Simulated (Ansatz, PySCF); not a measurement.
C2H8BNO, SMILES CCOBN. Atoms are numbered in the order given.

```xyz
13

B     -0.3760     0.7438     0.8346
H     -1.1535     0.0518     1.4648
O      0.5585     0.1793     0.0092
C      0.5957    -1.2182    -0.2034
C     -0.2266    -1.6114    -1.4204
H      1.6520    -1.5003    -0.3489
H      0.2319    -1.7517     0.6937
H      0.1216    -1.0654    -2.3110
H     -0.1417    -2.6923    -1.6171
H     -1.2905    -1.3706    -1.2643
N     -0.4267     2.1441     0.9549
H     -1.0808     2.6198     1.5596
H      0.2026     2.7530     0.4463
```
Charge 0, spin multiplicity 1.

Geometry: ωB97X-D3(BJ)/def2-SVP. The structure was generated by enumeration, and PubChem lists no compound with its InChIKey, so it may never have been made. Other conformers were not sampled.

Two levels are set side by side: PBE-D3(BJ)/def2-SVP (Ansatz, a first-principles code) and ωB97X-D3(BJ)/def2-SVP (PySCF). Each level has its own optimised geometry; the coordinates shown are those of the second. Frequencies come from the Hessian of PySCF at each geometry. Differences are taken from unrounded values.

```json
[
 {"quantity": "mean bond length (Å)", "ωB97X-D3(BJ)": "1.205", "PBE-D3(BJ)": "1.212", "PBE-D3(BJ) minus ωB97X-D3(BJ)": "0.007"},
 {"quantity": "bond B1–O3 (Å)", "ωB97X-D3(BJ)": "1.369", "PBE-D3(BJ)": "1.374", "PBE-D3(BJ) minus ωB97X-D3(BJ)": "0.006"},
 {"quantity": "bond B1–N11 (Å)", "ωB97X-D3(BJ)": "1.406", "PBE-D3(BJ)": "1.409", "PBE-D3(BJ) minus ωB97X-D3(BJ)": "0.003"},
 {"quantity": "bond O3–C4 (Å)", "ωB97X-D3(BJ)": "1.414", "PBE-D3(BJ)": "1.420", "PBE-D3(BJ) minus ωB97X-D3(BJ)": "0.006"},
 {"quantity": "bond C4–C5 (Å)", "ωB97X-D3(BJ)": "1.520", "PBE-D3(BJ)": "1.523", "PBE-D3(BJ) minus ωB97X-D3(BJ)": "0.002"},
 {"quantity": "bond B1–H2 (Å)", "ωB97X-D3(BJ)": "1.217", "PBE-D3(BJ)": "1.224", "PBE-D3(BJ) minus ωB97X-D3(BJ)": "0.007"},
 {"quantity": "bond C4–H6 (Å)", "ωB97X-D3(BJ)": "1.103", "PBE-D3(BJ)": "1.112", "PBE-D3(BJ) minus ωB97X-D3(BJ)": "0.010"},
 {"quantity": "bond C4–H7 (Å)", "ωB97X-D3(BJ)": "1.105", "PBE-D3(BJ)": "1.114", "PBE-D3(BJ) minus ωB97X-D3(BJ)": "0.009"},
 {"quantity": "bond C5–H8 (Å)", "ωB97X-D3(BJ)": "1.101", "PBE-D3(BJ)": "1.109", "PBE-D3(BJ) minus ωB97X-D3(BJ)": "0.007"},
 {"quantity": "bond C5–H9 (Å)", "ωB97X-D3(BJ)": "1.102", "PBE-D3(BJ)": "1.109", "PBE-D3(BJ) minus ωB97X-D3(BJ)": "0.007"},
 {"quantity": "bond C5–H10 (Å)", "ωB97X-D3(BJ)": "1.102", "PBE-D3(BJ)": "1.109", "PBE-D3(BJ) minus ωB97X-D3(BJ)": "0.007"},
 {"quantity": "bond N11–H12 (Å)", "ωB97X-D3(BJ)": "1.010", "PBE-D3(BJ)": "1.017", "PBE-D3(BJ) minus ωB97X-D3(BJ)": "0.007"},
 {"quantity": "bond N11–H13 (Å)", "ωB97X-D3(BJ)": "1.013", "PBE-D3(BJ)": "1.020", "PBE-D3(BJ) minus ωB97X-D3(BJ)": "0.008"},
 {"quantity": "highest harmonic wavenumber (cm⁻¹)", "ωB97X-D3(BJ)": "3764", "PBE-D3(BJ)": "3648", "PBE-D3(BJ) minus ωB97X-D3(BJ)": "-117"},
 {"quantity": "mean harmonic wavenumber (cm⁻¹)", "ωB97X-D3(BJ)": "1489", "PBE-D3(BJ)": "1434", "PBE-D3(BJ) minus ωB97X-D3(BJ)": "-55"},
 {"quantity": "zero-point energy (kcal/mol)", "ωB97X-D3(BJ)": "70.24", "PBE-D3(BJ)": "67.63", "PBE-D3(BJ) minus ωB97X-D3(BJ)": "-2.61"}
]
```

Exact exchange shortens and stiffens bonds; PBE has none. Differences between two approximate levels are no errors against the true value.
